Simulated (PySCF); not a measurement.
Compound: Nb(NH)Cl3 (singlet state).
Geometry (PBE0-D3(BJ)/def2-SVP, Å), atoms numbered from 1 in this order:
```
atom  x, y, z in Å
Nb1   -0.0208   -0.0078   -0.4124
N2     0.0539    0.0387    1.3045
H3     0.0938    0.0491    2.3205
Cl4    2.1413   -0.0342   -1.1649
Cl5   -1.1220    1.8845   -1.0984
Cl6   -1.1461   -1.9303   -0.9494
```

The calculation used TDDFT PBE0/def2-SVPD, vertical, gas phase, core orbitals frozen in the response, def2 core potentials past Kr (PySCF 2.14.0, density-fitted response routines). Spin–orbit coupling is left out.

Frontier orbitals with the atoms that hold most of them (Löwdin shares over 4%, at most four atoms):

```json
{"orbital": "HOMO-3", "ε (eV)": "-10.09", "atoms": "Cl6 36%, Cl5 32%, Cl4 15%, Nb1 11%"}
{"orbital": "HOMO-2", "ε (eV)": "-9.60", "atoms": "Cl5 34%, Cl4 33%, Cl6 32%"}
{"orbital": "HOMO-1", "ε (eV)": "-8.97", "atoms": "N2 39%, Cl5 25%, Cl4 23%, Nb1 9%"}
{"orbital": "HOMO", "ε (eV)": "-8.96", "atoms": "N2 39%, Cl6 32%, Nb1 9%, Cl4 9%"}
{"orbital": "LUMO", "ε (eV)": "-3.00", "atoms": "Nb1 66%, Cl4 13%, Cl6 11%, Cl5 6%"}
{"orbital": "LUMO+1", "ε (eV)": "-2.98", "atoms": "Nb1 66%, Cl5 14%, Cl6 9%, Cl4 8%"}
{"orbital": "LUMO+2", "ε (eV)": "-1.42", "atoms": "Nb1 52%, N2 11%, Cl6 10%, H3 10%"}
```

How does S1 compare with the orbital gap of 5.96 eV?

S1 is at 4.26 eV (f = 0.0000), 1.70 eV below the gap, made of HOMO-1/HOMO→LUMO (≥55%), HOMO-1/HOMO→LUMO+1 (≥27%). 

For S1 the Löwdin share of niobium is 9% in HOMO and 66% in LUMO (ligand-to-metal charge transfer by this measure).

Next come S2 at 4.41 eV (f 0.0025), HOMO-1/HOMO→LUMO+1 (≥55%), HOMO-1/HOMO→LUMO (≥33%); S3 at 4.41 eV (f 0.0027), HOMO-1/HOMO→LUMO (≥55%), HOMO-1/HOMO→LUMO+1 (≥36%); S4 at 4.49 eV (f 0.0073), HOMO-1/HOMO→LUMO+1 (≥55%), HOMO-1/HOMO→LUMO (≥31%); S5 at 5.33 eV (f 0.019), HOMO-2→LUMO (82%).

Orbitals of the list HOMO-3 to LUMO+2 that lie within 0.01 eV of each other are written together with a slash and their weights summed (≥ marks a lower bound); for degenerate orbitals outside that list single weights are arbitrary.

Löwdin shares depend on the basis, the more so with diffuse functions.
